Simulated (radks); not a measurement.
Dynamic dipole polarisability and lines of the tellurium ion Te23+, [Ar] 3d10 4s1. Method: non-relativistic Kohn-Sham, LDA (Slater exchange, VWN5 correlation), spin-polarised, spherical densities, point nucleus; open shells are filled with parallel spins first (spin-orbit coupling, left out, can overturn this in heavy ions); computed with a radial shooting solver on a logarithmic mesh with Libxc functionals. Time-dependent linear response with the Hartree and adiabatic LDA kernel, continuum included through the Sternheimer equations. Lines are the poles of the dipole polarisability below minus the highest occupied eigenvalue, found on a grid refined at the orbital gaps; the lowest seven at most are given, and weak or close lines can be missed. The first line takes the name of the lowest orbital gap if no other gap lies below it; otherwise a line is named after a gap within 0.6 % of it, if that gap stands alone.

photon energy (eV)  alpha (bohr^3)
0                           0.1721
35.141                      0.3545
81.995                    -0.06244
128.85                   -0.007358
175.70                    0.006192
222.56                     0.01238

Lines (eV, oscillator strength): 47.793 (25.94 nm, 4s-4p), f = 0.478; 323.84 (3.829 nm, 4s-5p), f = 0.231; 458.92 (2.702 nm, 4s-6p), f = 0.0723; 533.64 (2.323 nm, 4s-7p), f = 0.0326; 563.66 (2.200 nm, 3d-4p), f = 0.0513; 570.45 (2.173 nm, unassigned), f = 0.337. Higher lines, where found, are left out when the end of the mesh affects them. Those listed give 92 % of the static polarisability (sum of f/w^2). Orbital energy gaps for comparison: 4s-4p 44.852 eV; 4s-5p 325.14 eV; 4s-6p 459.48 eV; 4s-7p 533.95 eV; 3d-4p 563.61 eV.
